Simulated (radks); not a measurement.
Results of a calculation; reference values are marked as such.
The xenon ion Xe+, configuration [Kr] 4d10 5s2 5p4.5 6p0.5 (fractional occupations, a model configuration).

Level of theory: scalar-relativistic Kohn-Sham, r2SCAN, spin-polarised, spherical densities, finite nucleus; open shells are filled with parallel spins first (spin-orbit coupling, left out, can overturn this in heavy ions); meta-GGA in the generalised Kohn-Sham scheme; Fermi nuclear charge, rms radius 4.7859 fm (a radial shooting solver on a logarithmic mesh with Libxc functionals).

Energy parts (eV):
total: -202651.512
kinetic: 213108.457
electron-nucleus: -489782.847
Hartree: 79104.061
exchange-correlation: -5081.183

Orbitals (lengths in bohr, moments of r in powers of bohr; r(90%) holds 90 % of the orbital's charge):
orbital  occ.  eigenvalue (eV)  r(90%)
1s up       1        -34444.52  0.0480
1s down     1        -34444.42  0.0480
2s up       1        -5389.315   0.177
2s down     1        -5389.300   0.177
2p up       3        -4834.034   0.163
2p down     3        -4833.968   0.163
3s up       1        -1119.751   0.449
3s down     1        -1119.700   0.449
3p up       3        -939.2669   0.456
3p down     3        -939.1963   0.456
3d up       5        -672.0052   0.440
3d down     5        -671.9302   0.440
4s up       1        -215.4211    1.03
4s down     1        -215.2554    1.03
4p up       3        -157.9476    1.12
4p down     3        -157.7990    1.12
4d up       5         -73.8915    1.33
4d down     5         -73.6737    1.32
5s up       1         -33.0992    2.63
5s down     1         -31.5578    2.64
5p up       3         -20.3743    3.12
5p down   1.5         -18.8728    3.15
6s up       0          -6.4686    7.38
5d up       0          -5.6601    5.88
6p up     0.5          -4.5239    8.90

The highest occupied level is 6p up at -4.524 eV. The configuration is held as typed, so some empty levels lie below it. The spin density at the nucleus is -0.097 e/bohr^3 (1s -0.456, 2s 0.191, 3s 0.291, 4s 0.929, 5s -1.053). The density falls to 0.001 e/bohr^3 at r = 4.13 bohr. Summed over all electrons, <r^2> = 68.53 bohr^2, which gives a Langevin (diamagnetic) susceptibility term of -54.3 x 10^-6 cm^3/mol. The electron density at the nucleus is 2.805e+05 e/bohr^3 (large components only). Spin moment in Bohr magnetons: 2.
